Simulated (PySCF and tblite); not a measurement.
The numbers below are computed, except where a source is named.
System: C7H8F (charge +1), numbered as in [CH:1]#[C:2][C+:3]([CH3:4])/[C:5]([F:6])=[CH:7]\[CH3:8].

Level: CAM-B3LYP/pcSseg-1 + D3(BJ) on GFN2-xTB stationary points, with GFN2-xTB thermal terms. Rate constants are transition-state-theory values, counting equivalent paths, without tunnelling. Run with tblite and PySCF.

The ion is treated without a counter-ion.

Task: Estimate the barrier and the room-temperature rate of the rotation about the C5–C3 bond (torsion F6–C5–C3–C2 from -180° to 0°, rising).

Result: The electronic barrier is 23.6 kcal/mol and ΔG‡(298 K) 22.9 kcal/mol, over a C1 saddle with an imaginary mode of 384i cm⁻¹ (GFN2-xTB). With 2 equivalent paths, k is 0.0002 s⁻¹, a mean lifetime of the start of 1.4 h against this motion. The end lies 3.8 kcal/mol above the start in free energy.
